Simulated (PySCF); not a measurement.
H₁₂Si₅, triplet, at the geometry of the source list (a higher spin typed on purpose: for a closed-shell molecule this is an excited state), with bond 8-1 at 1.6 times its length; PySCF with SVWN5/STO-3G.

PySCF was given this input:
```python
from pyscf import gto, scf, dft

mol = gto.Mole()
mol.atom = '''
    Si   -0.40880000   -0.87430000   -2.13750000
    Si   -0.00000000   -0.00000000    0.00000000
    Si   -0.01170000    2.34320000   -0.09840000
    Si   -1.67100000   -0.72890000    1.47550000
    Si    2.09150000   -0.74000000    0.76040000
    H    -1.70360000   -0.45160000   -2.67710000
    H    -0.41570000   -2.33930000   -2.15130000
    H     1.20528000   -0.20870000   -3.70150000
    H     0.23820000    2.95970000    1.20690000
    H    -1.29270000    2.87750000   -0.56750000
    H     1.01090000    2.87060000   -1.00520000
    H    -3.00940000   -0.30060000    1.06130000
    H    -1.72200000   -2.18880000    1.58650000
    H    -1.47830000   -0.21930000    2.83550000
    H     2.17130000   -2.20030000    0.84680000
    H     3.18710000   -0.31920000   -0.11640000
    H     2.41420000   -0.23060000    2.09560000
'''
mol.basis = 'sto-3g'
mol.spin = 2
mol.verbose = 4
mol.build()

mf = dft.UKS(mol)
mf.xc = 'lda,vwn'
mf.diis = False
mf.damp = 0.3
mf.diis_start_cycle = 200
mf.max_cycle = 150
mf.kernel()
```

Output, abridged:

```
PySCF version 2.14.0

[INPUT] verbose = 4
[INPUT] num. atoms = 17
[INPUT] num. electrons = 82
[INPUT] charge = 0
[INPUT] spin (= nelec alpha-beta = 2S) = 2
[INPUT] symmetry False subgroup None
[INPUT] Mole.unit = angstrom
[INPUT] Symbol           X                Y                Z      unit          X                Y                Z       unit  Magmom
[...]
nuclear repulsion = 493.337456593764
number of shells = 37
number of NR pGTOs = 171
number of NR cGTOs = 57
basis = sto-3g
ecp = {}

******** <class 'pyscf.dft.uks.UKS'> ********
method = UKS
initial guess = minao
damping factor = 0.3
level_shift factor = 0
DIIS disabled
SCF conv_tol = 1e-09
SCF conv_tol_grad = None
SCF max_cycles = 150
direct_scf = True
direct_scf_tol = 1e-13
number electrons alpha = 42  beta = 40
XC library pyscf.dft.libxc version 7.1.2
    S. Lehtola, C. Steigemann, M. J. T. Oliveira, and M. A. L. Marques,  SoftwareX 7, 1–5 (2018)
XC functionals = lda,vwn
    P. A. M. Dirac,  Math. Proc. Cambridge Philos. Soc. 26, 376 (1930)
    F. Bloch,  Z. Phys. 57, 545 (1929)
    S. H. Vosko, L. Wilk, and M. Nusair,  Can. J. Phys. 58, 1200 (1980)
radial grids:
    Treutler-Ahlrichs [JCP 102, 346 (1995); DOI:10.1063/1.469408] (M4) radial grids

becke partition: Becke, JCP 88, 2547 (1988); DOI:10.1063/1.454033
pruning grids: <function nwchem_prune>
grids dens level: 3
symmetrized grids: False
atomic radii adjust function: <function treutler_atomic_radii_adjust>
small_rho_cutoff = 0
Set gradient conv threshold to 3.16228e-05
tot grids = 213600
init E= -1430.63357312867

cycle= 1 E= -1431.63213145216  delta_E= -0.999  |g|= 0.0974  |ddm|= 3.19

cycle= 2 E= -1431.63981290371  delta_E= -0.00768  |g|= 0.0484  |ddm|= 0.345

cycle= 3 E= -1431.64101130889  delta_E= -0.0012  |g|= 0.0323  |ddm|= 0.156

cycle= 4 E= -1431.64142365768  delta_E= -0.000412  |g|= 0.0237  |ddm|= 0.109

cycle= 5 E= -1431.64162013683  delta_E= -0.000196  |g|= 0.0182  |ddm|= 0.0811

cycle= 6 E= -1431.64172907399  delta_E= -0.000109  |g|= 0.0142  |ddm|= 0.0639

cycle= 7 E= -1431.64179422093  delta_E= -6.51e-05  |g|= 0.0112  |ddm|= 0.0503

cycle= 8 E= -1431.64183433369  delta_E= -4.01e-05  |g|= 0.00886  |ddm|= 0.0401

cycle= 9 E= -1431.64185944945  delta_E= -2.51e-05  |g|= 0.00703  |ddm|= 0.0319

cycle= 10 E= -1431.64187524924  delta_E= -1.58e-05  |g|= 0.00559  |ddm|= 0.0254

cycle= 11 E= -1431.64188523239  delta_E= -9.98e-06  |g|= 0.00444  |ddm|= 0.0202

cycle= 12 E= -1431.64189154205  delta_E= -6.31e-06  |g|= 0.00353  |ddm|= 0.0161

cycle= 13 E= -1431.64189553596  delta_E= -3.99e-06  |g|= 0.00281  |ddm|= 0.0128

cycle= 14 E= -1431.64189806306  delta_E= -2.53e-06  |g|= 0.00223  |ddm|= 0.0102

cycle= 15 E= -1431.64189966316  delta_E= -1.6e-06  |g|= 0.00178  |ddm|= 0.00812

cycle= 16 E= -1431.64190067593  delta_E= -1.01e-06  |g|= 0.00141  |ddm|= 0.00646

cycle= 17 E= -1431.64190131719  delta_E= -6.41e-07  |g|= 0.00113  |ddm|= 0.00514

cycle= 18 E= -1431.64190172312  delta_E= -4.06e-07  |g|= 0.000895  |ddm|= 0.00409

cycle= 19 E= -1431.64190198013  delta_E= -2.57e-07  |g|= 0.000712  |ddm|= 0.00326

cycle= 20 E= -1431.64190214285  delta_E= -1.63e-07  |g|= 0.000567  |ddm|= 0.00259

cycle= 21 E= -1431.64190224585  delta_E= -1.03e-07  |g|= 0.000451  |ddm|= 0.00206

cycle= 22 E= -1431.64190231107  delta_E= -6.52e-08  |g|= 0.000359  |ddm|= 0.00164

cycle= 23 E= -1431.64190235235  delta_E= -4.13e-08  |g|= 0.000286  |ddm|= 0.00131

cycle= 24 E= -1431.6419023785  delta_E= -2.62e-08  |g|= 0.000227  |ddm|= 0.00104

cycle= 25 E= -1431.64190239505  delta_E= -1.65e-08  |g|= 0.000181  |ddm|= 0.000827

cycle= 26 E= -1431.64190240553  delta_E= -1.05e-08  |g|= 0.000144  |ddm|= 0.000658

cycle= 27 E= -1431.64190241216  delta_E= -6.63e-09  |g|= 0.000114  |ddm|= 0.000523

cycle= 28 E= -1431.64190241636  delta_E= -4.2e-09  |g|= 9.11e-05  |ddm|= 0.000416

cycle= 29 E= -1431.64190241902  delta_E= -2.66e-09  |g|= 7.25e-05  |ddm|= 0.000331

cycle= 30 E= -1431.6419024207  delta_E= -1.68e-09  |g|= 5.76e-05  |ddm|= 0.000264

cycle= 31 E= -1431.64190242176  delta_E= -1.07e-09  |g|= 4.59e-05  |ddm|= 0.00021

cycle= 32 E= -1431.64190242244  delta_E= -6.8e-10  |g|= 3.65e-05  |ddm|= 0.000167

cycle= 33 E= -1431.64190242287  delta_E= -4.27e-10  |g|= 2.9e-05  |ddm|= 0.000133

Extra cycle  E= -1431.6419024218  delta_E= 1.07e-09  |g|= 4.55e-05  |ddm|= 0.000151
converged SCF energy = -1431.6419024218  <S^2> = 2.000955  2S+1 = 3.0006366
```
